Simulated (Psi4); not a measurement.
Cl$_{3}$Si (SMILES Cl[Si](Cl)Cl), doublet, geometry from GFN2-xTB; SVWN/cc-pVDZ (Psi4 1.11).

Here is a job for Psi4.
```
memory 2 GB

molecule mol {
0 2
  Si    0.305349    0.301083    0.303222
  Cl   -0.851349   -0.875891    1.477321
  Cl    1.471334   -0.855542   -0.881862
  Cl   -0.871449    1.483482   -0.845170
}

set basis cc-pvdz
set reference uks
set guess core

energy('svwn')
print_variables()
```

Problem. Write the output that Psi4 gives for this input, abridged.

Solution. 
```
   => Loading Basis Set <=

    Name: CC-PVDZ
    Role: ORBITAL
    Keyword: BASIS

         ---------------------------------------------------------
                                   SCF
               by Justin Turney, Rob Parrish, Andy Simmonett
                          and Daniel G. A. Smith
                              UKS Reference
         ---------------------------------------------------------

  ==> Geometry <==

    Molecular point group: c1
    Full point group: C1

    Geometry (in Angstrom), charge = 0, multiplicity = 2:

       Center              X                  Y                   Z               Mass
    ------------   -----------------  -----------------  -----------------  -----------------
         SI           0.307235472433     0.302943163588     0.305094975827    27.976926534650
         CL          -0.849462527567    -0.874030836412     1.479193975827    34.968852682000
         CL           1.473220472433    -0.853681836412    -0.879989024173    34.968852682000
         CL          -0.869562527567     1.485342163588    -0.843297024173    34.968852682000

  Running in c1 symmetry.

  Rotational constants: A =      0.08364  B =      0.08364  C =      0.04398 [cm^-1]
  Rotational constants: A =   2507.54887  B =   2507.54750  C =   1318.51527 [MHz]
  Nuclear repulsion =  325.137116268371869

  Charge       = 0
  Multiplicity = 2
  Electrons    = 65
  Nalpha       = 33
  Nbeta        = 32

  ==> Algorithm <==

  SCF Algorithm Type is DF.
  DIIS enabled.
  MOM disabled.
  Fractional occupation disabled.
  Guess Type is CORE.
  Energy threshold   = 1.00e-06
  Density threshold  = 1.00e-06
  Integral threshold = 1.00e-12

  ==> Primary Basis <==

  Basis Set: CC-PVDZ
    Blend: CC-PVDZ
    Number of shells: 32
    Number of basis functions: 72
    Number of Cartesian functions: 76
    Spherical Harmonics?: true
    Max angular momentum: 2

  ==> DFT Potential <==

   => LibXC <=

    Version 7.1.2
    S. Lehtola, C. Steigemann, M. J. T. Oliveira, and M. A. L. Marques,  SoftwareX 7, 1–5 (2018) (10.1016/j.softx.2017.11.002)

   => Composite Functional: SVWN <=

    Slater exchange
    Vosko, Wilk & Nusair (VWN5_RPA)
    P. A. M. Dirac,  Math. Proc. Cambridge Philos. Soc. 26, 376 (1930) (10.1017/S0305004100016108)
    F. Bloch,  Z. Phys. 57, 545 (1929) (10.1007/BF01340281)
    S. H. Vosko, L. Wilk, and M. Nusair,  Can. J. Phys. 58, 1200 (1980) (10.1139/p80-159)

    Deriv               =              1
[...]
      Ntotal   =   64.9999974668 ; deviation = -2.533e-06

   @Spin Contamination Metric:   9.284038095E-04
   @S^2 Expected:                7.500000000E-01
   @S^2 Observed:                7.509284038E-01
   @S   Expected:                5.000000000E-01
   @S   Observed:                5.000000000E-01

    Orbital Energies [Eh]
    ---------------------

    Alpha Occupied:

[...]
    Alpha Virtual:

[...]
    Beta Occupied:

[...]
    Beta Virtual:

[...]
      72A      1.215899

    Final Occupation by Irrep:
              A
    DOCC [    32 ]
    SOCC [     1 ]
    NA   [    33 ]
    NB   [    32 ]

  @DF-UKS Final Energy: -1665.92358349632218

   => Energetics <=

    Nuclear Repulsion Energy =            325.1371162683718694
    One-Electron Energy =               -2955.0410765385004197
    Two-Electron Energy =                1065.4182548332405531
    DFT Exchange-Correlation Energy =    -101.4378780594340554
    Empirical Dispersion Energy =           0.0000000000000000
    VV10 Nonlocal Energy =                  0.0000000000000000
    Total Energy =                      -1665.9235834963221805

  UHF NO Occupations:
  HONO-2 :   31  A 1.9999001
  HONO-1 :   32  A 1.9997668
  HONO-0 :   33  A 1.0000000
  LUNO+0 :   34  A 0.0002332
  LUNO+1 :   35  A 0.0000999
  LUNO+2 :   36  A 0.0000999
  LUNO+3 :   37  A 0.0000069

Computation Completed

Properties will be evaluated at   0.000000,   0.000000,   0.000000 [a0]

Properties computed using the SCF density matrix

 Multipole Moments:

 ------------------------------------------------------------------------------------
     Multipole            Electronic (a.u.)      Nuclear  (a.u.)        Total (a.u.)
 ------------------------------------------------------------------------------------

 L = 1.  Multiply by 2.5417464519 to convert [e a0] to [Debye]
 Dipole X            :         -0.1494932            0.2317158            0.0822225
 Dipole Y            :         -0.1473088            0.2284785            0.0811698
 Dipole Z            :         -0.1484834            0.2301014            0.0816180
 Magnitude           :                                                    0.1414588

 ------------------------------------------------------------------------------------

  Variable Map:
  ----------------------------------------------------------------------------
[...]
  Array Variable Map:
  ----------------------------------------------------------------------------
[...]
[...]
```
